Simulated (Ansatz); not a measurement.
Species: bromoboronic acid, sum formula H₂BO₂Br, net charge 0, singlet state. 
Structure (B3LYP-D3(BJ)/def2-TZVP (Ansatz, a quantum-chemistry and plane-wave program) minimum search):
```xyz
6

O      1.6455    -1.1399     0.4064
B      0.3246    -0.9027     0.2771
O     -0.5544    -1.8945     0.5250
Br    -0.3166     0.8805    -0.2703
H      2.2062    -0.3838     0.2124
H     -1.4760    -1.6469     0.4109
```
Charge 0, spin multiplicity 1.

Quantity: vertical ionisation energy (to the doublet state of charge +1; each state is the SCF solution reached for its spin), in eV. Correlated levels leave the core frozen unless marked. UHF or UKS for open shells. Spin-orbit coupling is left out. The frozen core is the preceding noble-gas configuration, with the filled d and f shells of earlier blocks. Non-relativistic. CBS marks a two-point X^-3 extrapolation of the correlation energy; Hartree-Fock from the larger set. [CCSD(T)-MP2]/basis is that difference in the basis named.

```json
[
 {"level": "PBE/def2-TZVPD", "program": "Ansatz", "vertical ionisation energy (eV)": "10.85"},
 {"level": "BHLYP/def2-TZVPD", "program": "Ansatz", "vertical ionisation energy (eV)": "11.19"},
 {"level": "wB97X-V/def2-TZVPD", "program": "Ansatz", "vertical ionisation energy (eV)": "11.26"},
 {"level": "MP2/aug-cc-pVTZ", "program": "Ansatz", "vertical ionisation energy (eV)": "11.28"},
 {"level": "CCSD/aug-cc-pVTZ", "program": "Ansatz", "vertical ionisation energy (eV)": "11.17"},
 {"level": "RI-MP2/CBS(aug-cc-pVTZ,aug-cc-pVQZ)+[CCSD(T)-MP2]/aug-cc-pVQZ", "program": "Ansatz", "vertical ionisation energy (eV)": "11.37"},
 {"level": "CCSD(T)/CBS(aug-cc-pVTZ,aug-cc-pVQZ)", "program": "Ansatz", "vertical ionisation energy (eV)": "11.37"}
]
```
